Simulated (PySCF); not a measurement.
PBE on Ru⁻ (ruthenium, charge -1), [Kr] 4d7 5s2, high-spin 4F determinant. Computed with PySCF 2.14 in aug-cc-pwCVTZ-DK with one added diffuse shell each of s, p, d, f, g type (12s11p9d5f4g, 161 functions), with the spin-free X2C one-electron Hamiltonian (Gaussian nucleus).

```
cycle= 1 E= -4529.85672908025  delta_E= -0.0403  |g|= 0.0693  |ddm|= 1.79
cycle= 2 E= -4529.83918891999  delta_E= 0.0175  |g|= 0.124  |ddm|= 2.37
cycle= 3 E= -4529.8600331818  delta_E= -0.0208  |g|= 0.0861  |ddm|= 2.24
cycle= 4 E= -4529.86172687825  delta_E= -0.00169  |g|= 0.00289  |ddm|= 0.0542
cycle= 5 E= -4529.86174658055  delta_E= -1.97e-05  |g|= 0.000723  |ddm|= 0.0606
cycle= 6 E= -4529.86174787042  delta_E= -1.29e-06  |g|= 0.000365  |ddm|= 0.0197
cycle= 7 E= -4529.86174813979  delta_E= -2.69e-07  |g|= 3.96e-05  |ddm|= 0.00384
cycle= 8 E= -4529.86174814469  delta_E= -4.9e-09  |g|= 5.05e-06  |ddm|= 0.000641
cycle= 9 E= -4529.86174814476  delta_E= -7.37e-11  |g|= 3.86e-07  |ddm|= 9.2e-05
converged SCF energy = -4529.86174814476  <S^2> = 3.8058067  2S+1 = 4.0278067
```

Highest occupied orbital energy: 1.035 eV; ⟨L²⟩ = 12.03; populations by l: s 10.00, p 18.00, d 17.00, f 0.00.

Question: Can this result be used?

Answer: With care. The calculation finished and met its thresholds. At PBE the highest occupied level has a positive energy, so only the finite basis holds that electron; in a semilocal or global hybrid functional this comes from self-interaction and does not mean that the real anion is unbound.
